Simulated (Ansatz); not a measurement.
Coupled-cluster diagnostics for ZrSe₂⁺ (the lowest doublet isomer of a short search), Ansatz.

Geometry of the doublet (PBE0-D4/def2-TZVP):

```xyz
3

Zr    0.617    1.232    0.322
Se   -1.184   -0.033   -0.717
Se    0.567   -1.200    0.395
```

In the def2 sets Zr takes a core potential; there is no spin–orbit coupling. Correlated methods freeze 18 core orbitals; core or outer-core shells of Zr, Se are correlated, in sets that lack core-valence functions. The structure comes from a short search, and lower isomers may exist.

Geometry of the charge 1 quartet (PBE0-D4/def2-TZVP):

Cartesian coordinates in Å:
```
Zr 0.2018 -1.2806 0.8725
Se -0.8245 0.0776 -1.0949
Se 0.6227 1.2030 0.2224
```

Q: Estimate the CCSD(T) correlation energy, the shares of MP2 and (T), T1 and the reference's ⟨S²⟩ for: charge 1, doublet, own geometry in def2-TZVP; charge 1, quartet, own geometry in def2-TZVP; and the rough time on 4 threads of Intel Xeon Platinum 8559C on a shared host.

A: 
```tsv
state	basis	correlation (eV)	MP2 share (%)	(T) share (%)	T1	⟨S²⟩ (pure)	wall time
charge 1, doublet, own geometry	def2-TZVP	-22.469	95.7	5.1	0.032	0.79 (0.75)	13 s
charge 1, quartet, own geometry	def2-TZVP	-21.288	94.5	4.2	0.027	3.79 (3.75)	12 s
```
Customary marks for T1 are 0.02 (closed shells), 0.045 (open shells) and about 0.05 (3d metals). T1 exceeds 0.02 in 2 of 2 rows and 0.045 in 0; the higher it lies, the less the single-reference result can be trusted.
